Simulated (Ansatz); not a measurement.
Basis-set extrapolation for C3H8OSi (`CC1(O)C[SiH2]1`) (PBE0-D4/def2-TZVP geometry, frozen core, Ansatz). Multiplicity 1, RHF reference.

```csv
,def2-TZVPP,def2-QZVPP
HF,-482.082803,-482.100845
MP2 correlation,-0.881019,-0.941840
CCSD(T) correlation,-0.963694,not run
```

Energies in hartree. Use E(X) = E(∞) + A·exp(−7.88·√X) for Hartree–Fock and E(X) = E(∞) + B·X^(−2.97) for correlation, with X = 3 and 4, and add CCSD(T) minus MP2 of the smaller set to the MP2 limit.

**Question.** What is the CCSD(T) energy at the basis-set limit?

**Answer.** HF limit: -482.100845 + (-0.018042) × 0.13774 = -482.10333. MP2 limit: -0.941840 + (-0.060821) × 0.74074 = -0.98689. Higher-order term: -0.963694 − (-0.881019) = -0.08268. Total: -483.17290 hartree, 331.9 kJ/mol below CCSD(T)/def2-TZVPP.
